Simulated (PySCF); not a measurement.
Simulation results for Cl₂GeO, AlGeH₃N, BGeH₃O₂, CH₅ClGeSi and others

Calculation on a computer-drawn molecule: optimised geometry and harmonic frequencies of an isolated molecule of the commonest isotopes, restricted reference for singlets and unrestricted otherwise, frozen core in MP2; on germanium a core potential holds 10 electrons, which the energies leave out, and 3d is frozen in MP2 and coupled-cluster steps. Program: PySCF 2.14.0.

Common to all runs: charge 0; basis and core potential on germanium cc-pVDZ-PP ECP10MDF.

(1) Cl₂GeO

Start structure:
```xyz
4
Cl2GeO
O      2.1101     1.6082    -2.5488
Ge     1.7876     2.1017    -1.0654
Cl     3.2815     2.8245     0.2227
Cl    -0.0862     1.9019    -0.1123
```

| Property | Result |
| --- | --- |
| multiplicity | 1 |
| method | HF |
| basis | cc-pV(D+d)Z |
| rotational constants | 3.973, 2.516, 1.541 GHz |
| total energy | -1287.2850 hartree |
| convergence status largest gradient component | 2.748e-06 hartree/bohr |

Drawn bonds:
```tsv
atom	other atom	order
1	2	2
2	3	1
2	4	1
```

Optimised structure:
```xyz
4
Cl2GeO
O      2.0970     1.6080    -2.6086
Ge     1.8129     2.0477    -1.0884
Cl     3.2163     2.8395     0.2703
Cl    -0.0332     1.9411    -0.0771
```

Modes:
```tsv
frequency (cm⁻¹)	reduced mass (dalton)
173.6	36.76
209.5	28.28
234.5	19.7
453.4	35.75
481.4	43.91
1047	18.85
```

(2) AlGeH₃N

Start structure:
```xyz
6
AlGeH3N
Al    -0.8534     0.9750     2.0350
N     -2.1848     0.5164     1.0459
Ge    -3.4703     0.5530    -0.1485
H      0.3066     1.6311     2.9576
H     -4.6970     1.4197     0.1939
H     -3.0383     0.8646    -1.6146
```

| Quantity | Value |
| --- | --- |
| multiplicity | 2 |
| method | HF |
| basis | cc-pV(D+d)Z |
| rotational constants | 121.5, 1.934, 1.918 GHz |
| total energy | -591.4187 hartree |
| spin squared | 0.7563 |
| convergence status largest gradient component | 3.307e-05 hartree/bohr |

Drawn bonds:
```tsv
atom	other atom	order
1	2	1
2	3	2
1	4	1
3	5	1
3	6	1
```

Optimised structure:
```xyz
6
AlGeH3N
Al    -0.8775     1.1346     2.0144
N     -2.1010     0.9135     0.9755
Ge    -3.4520     0.4954    -0.1284
H      0.2939     1.3468     3.0112
H     -4.7254     1.3112     0.2036
H     -3.0752     0.7583    -1.6070
```

Modes:
```tsv
frequency (cm⁻¹)	reduced mass (dalton)
106.8	4.86
118.2	6.893
451	1.143
468.6	16.36
470.8	1.146
695.6	1.107
750.2	1.085
928.6	1.025
1332	12.15
2108	1.03
2116	1.039
2116	1.026
```

(3) BGeH₃O₂

Start structure:
```xyz
7
BGeH3O2
O      1.0366     2.8093     0.3949
B      1.2374     1.6424     0.3305
Ge     1.5734    -0.4024     0.2416
O      0.7017    -1.0692    -1.1525
H      1.0852    -1.0323     1.5432
H      3.0412    -0.6783    -0.0282
H     -0.2423    -1.0063    -1.1226
```

| Item | Value |
| --- | --- |
| multiplicity | 1 |
| method | MP2 |
| basis | cc-pVDZ |
| rotational constants | 11.82, 2.5, 2.129 GHz |
| total energy | -470.1530 hartree |
| convergence status largest gradient component | 2.345e-05 hartree/bohr |

Drawn bonds:
```tsv
atom	other atom	order
1	2	2
2	3	1
3	4	1
3	5	1
3	6	1
4	7	1
```

Optimised structure:
```xyz
7
BGeH3O2
O      1.0168     2.8271     0.3847
B      1.2329     1.6264     0.3346
Ge     1.5716    -0.4082     0.2484
O      0.7087    -1.1189    -1.1715
H      1.1013    -1.0376     1.5657
H      3.0446    -0.6854    -0.0315
H     -0.2426    -0.9403    -1.1235
```

Modes:
```tsv
frequency (cm⁻¹)	reduced mass (dalton)
123.8	5.323
212.7	1.299
265.7	2.67
369.5	10.33
419.9	16.8
541.5	1.422
699	1.16
705	6.74
818.6	1.076
886.5	1.026
960.9	1.094
1918	12.39
2201	1.02
2247	1.02
3851	1.067
```

(4) CH₅ClGeSi

Start structure:
```xyz
9
CH5ClGeSi
C     -0.7550     2.7373     2.3328
Ge    -0.8740     1.7889     0.7468
Si    -0.5901    -0.5645     0.4215
Cl    -0.1100     2.8385    -0.8982
H     -1.2357     2.4045     3.2263
H     -0.7373     3.8182     2.3255
H      0.7569    -0.9126     0.5187
H     -1.1134    -0.9221    -0.8224
H     -1.3489    -1.2344     1.5213
```

| Property | Result |
| --- | --- |
| multiplicity | 1 |
| method | HF |
| basis | cc-pV(D+d)Z |
| rotational constants | 3.619, 2.078, 1.341 GHz |
| total energy | -1082.5848 hartree |
| convergence status largest gradient component | 2.35e-05 hartree/bohr |

Drawn bonds:
```tsv
atom	other atom	order
1	2	2
2	3	1
2	4	1
1	5	1
1	6	1
3	7	1
3	8	1
3	9	1
```

Optimised structure:
```xyz
9
CH5ClGeSi
C     -0.9875     2.7653     2.2662
Ge    -0.5474     1.7990     0.8684
Si    -0.5921    -0.5523     0.4769
Cl     0.1880     2.8441    -0.8896
H     -1.3575     2.2752     3.1586
H     -0.9057     3.8441     2.2803
H      0.7803    -1.0026     0.1741
H     -1.4861    -0.8196    -0.6665
H     -1.0994    -1.1993     1.7039
```

Modes:
```tsv
frequency (cm⁻¹)	reduced mass (dalton)
90.57	1.077
99.53	6.05
107	5.87
185.8	3.406
360.8	9.969
426	25.9
530.1	1.08
580.6	1.135
620	1.045
763.7	1.204
799.4	1.286
911.7	3.621
966.5	1.147
1015	1.038
1024	1.038
1479	1.182
2335	1.021
2345	1.048
2346	1.053
3307	1.053
3423	1.117
```

(5) CH₅BGe

Start structure:
```xyz
8
CH5BGe
C      1.1891     0.9033    -2.1351
B      0.1223     0.4184    -1.0980
Ge    -1.1477    -1.1786    -1.3985
H      2.1292     0.5346    -1.8672
H      1.2686     1.9745    -2.2287
H      0.9412     0.5253    -3.1722
H      0.1603     1.0076    -0.0596
H     -2.2292    -0.1384    -1.8982
```

| Item | Value |
| --- | --- |
| multiplicity | 1 |
| method | HF |
| basis | cc-pVDZ |
| rotational constants | 34.36, 3.018, 2.903 GHz |
| total energy | -358.7901 hartree |
| convergence status largest gradient component | 4.248e-06 hartree/bohr |

Drawn bonds:
```tsv
atom	other atom	order
1	2	1
2	3	1
1	4	1
1	5	1
1	6	1
2	7	1
3	8	1
```

Optimised structure:
```xyz
8
CH5BGe
C      1.1995     0.8987    -2.1915
B      0.1495     0.3964    -1.1205
Ge    -1.2342    -1.1602    -1.3809
H      2.2004     0.6330    -1.8237
H      1.1872     1.9918    -2.2597
H      1.0932     0.4843    -3.1962
H      0.1768     0.9239    -0.0329
H     -2.3387    -0.1212    -1.8521
```

Modes:
```tsv
frequency (cm⁻¹)	reduced mass (dalton)
85.5	1.119
153.1	3.306
298.5	1.135
425	1.128
463.3	2.953
714.1	1.099
820.6	1.099
922.7	1.697
1039	3
1172	1.509
1423	1.265
1547	1.061
1567	1.06
1982	1.021
2631	1.089
3143	1.043
3207	1.091
3242	1.102
```

(6) CH₅GeO

Start structure:
```xyz
8
CH5GeO
C      0.6093    -1.0669     1.0795
O      0.3995    -1.1697    -0.2828
Ge    -1.1313    -0.9984    -1.0134
H      1.6653    -1.1774     1.4268
H     -0.0524    -0.4421     1.7337
H     -0.6801    -1.1748    -2.4320
H     -2.1153    -2.0615    -0.6404
H     -1.7391     0.3291    -0.7716
```

| Item | Value |
| --- | --- |
| multiplicity | 2 |
| method | HF |
| basis | cc-pVDZ |
| rotational constants | 36.06, 4.122, 3.901 GHz |
| total energy | -408.9716 hartree |
| spin squared | 0.7602 |
| convergence status largest gradient component | 3.565e-05 hartree/bohr |

Drawn bonds:
```tsv
atom	other atom	order
1	2	1
2	3	1
1	4	1
1	5	1
3	6	1
3	7	1
3	8	1
```

Optimised structure:
```xyz
8
CH5GeO
C      0.5783    -1.0448     1.1203
O      0.4483    -1.2021    -0.2177
Ge    -1.1234    -1.0285    -1.0588
H      1.5519    -1.3223     1.5067
H      0.0484    -0.2193     1.5927
H     -0.7733    -1.0718    -2.5391
H     -2.0356    -2.1850    -0.6527
H     -1.7386     0.3120    -0.6515
```

Modes:
```tsv
frequency (cm⁻¹)	reduced mass (dalton)
105.2	1.347
160.8	1.166
243.7	3.187
642.7	4.405
685.5	1.12
707.9	1.253
791	1.342
942	1.042
946.6	1.03
959	1.026
1259	1.336
1323	5.25
1585	1.14
2236	1.023
2253	1.019
2284	1.017
3227	1.049
3364	1.119
```

(7) BGeH₇OSi

Start structure:
```xyz
11
BGeH7OSi
B      0.3048    -1.0662    -0.1330
Ge    -0.8944     0.4757    -0.7117
O     -0.6485     2.0410     0.1749
Si     0.4612     2.9405     0.7780
H      1.1674    -0.7462     0.5678
H      0.1920    -2.0415    -0.4818
H     -0.7535     0.9788    -2.1315
H     -2.3650     0.3002    -0.5883
H      1.2007     3.5774    -0.2950
H     -0.3098     3.9890     1.4851
H      1.3883     2.2477     1.6598
```

| Quantity | Value |
| --- | --- |
| multiplicity | 1 |
| method | HF |
| basis | cc-pV(D+d)Z |
| rotational constants | ? |
| total energy | ? |

Drawn bonds:
```tsv
atom	other atom	order
1	2	1
2	3	1
3	4	1
1	5	1
1	6	1
2	7	1
2	8	1
4	9	1
4	10	1
4	11	1
```

(8) AlBGeH₅N

Start structure:
```xyz
9
AlBGeH5N
N     -2.1741     0.0385    -0.8331
Ge    -0.9366    -1.0666    -0.8306
B      0.4776    -1.5550     0.5207
Al     2.1418    -0.3273     1.0699
H     -2.4060     0.5901     0.0236
H     -0.9046    -1.7089    -2.2151
H      0.1978    -2.5193     1.1712
H      2.5757     0.9073     0.1295
H      2.9517    -0.3941     2.3139
```

| Quantity | Value |
| --- | --- |
| multiplicity | 1 |
| method | HF |
| basis | cc-pV(D+d)Z |
| rotational constants | ? |

Drawn bonds:
```tsv
atom	other atom	order
1	2	2
2	3	1
3	4	1
1	5	1
2	6	1
3	7	1
4	8	1
4	9	1
```

Question: Give the missing rotational constants for BGeH₇OSi (entry 7).
Answer: 11.41, 1.549, 1.41 GHz

Question: Estimate the total energy of BGeH₇OSi (entry 7).
Answer: -685.9613 hartree

Question: Give the table of modes values for BGeH₇OSi (entry 7).
Answer: 
Modes:
```tsv
frequency (cm⁻¹)	reduced mass (dalton)
30.51	1.971
44.56	1.493
86.07	3.637
116	1.046
184.5	3.736
407.6	1.12
497	6.193
578.3	4.415
667.2	1.293
732.4	1.047
797	1.221
798.4	1.238
863.3	1.154
943.9	1.051
973.8	1.341
1037	1.054
1043	1.085
1061	3.778
1090	1.224
1253	1.149
2197	1.024
2212	1.016
2285	1.05
2297	1.042
2323	1.027
2694	1.053
2788	1.127
```

Question: AlBGeH₅N (entry 8): rotational constants?
Answer: 10.42, 1.331, 1.246 GHz

Question: Give the table of modes values for AlBGeH₅N (entry 8).
Answer: 
Modes:
```tsv
frequency (cm⁻¹)	reduced mass (dalton)
42.73	3.165
109.2	3.598
132.1	1.279
204.1	2.24
346.5	1.598
361.2	1.065
432.6	2.997
619.7	1.332
662.2	2.685
672.8	1.487
783.2	1.163
812.8	1.061
825	1.083
891.9	1.395
952.7	5.777
1004	1.247
1981	1.042
1983	1.042
2220	1.02
2684	1.09
3720	1.076
```

Further results for BGeH₇OSi (entry 7):

| Quantity | Value |
| --- | --- |
| convergence status largest gradient component | 2.951e-05 hartree/bohr |

Optimised structure:
```xyz
11
BGeH7OSi
B     -0.0064    -1.4465    -0.0295
Ge    -0.4243     0.4632    -0.7316
O      0.1937     1.6617     0.4431
Si     0.3250     3.2592     0.7433
H      0.5686    -1.6159     1.0050
H     -0.3465    -2.3987    -0.6727
H      0.2579     0.7595    -2.0757
H     -1.9308     0.7209    -0.8846
H     -1.0113     3.8993     0.8145
H      1.0172     3.4541     2.0353
H      1.1002     3.9395    -0.3228
```

Further results for AlBGeH₅N (entry 8):

| Quantity | Value |
| --- | --- |
| total energy | -617.2282 hartree |
| convergence status largest gradient component | 3.688e-06 hartree/bohr |

Optimised structure:
```xyz
9
AlBGeH5N
N     -2.3762     0.0315    -0.5813
Ge    -1.0285    -0.9531    -0.8507
B      0.5328    -1.5153     0.4075
Al     2.1599    -0.2559     1.0202
H     -2.4310     0.3786     0.3668
H     -0.9011    -1.4861    -2.2815
H      0.4582    -2.6558     0.7842
H      3.4734    -0.1806     0.1408
H      2.0358     0.6014     2.3440
```
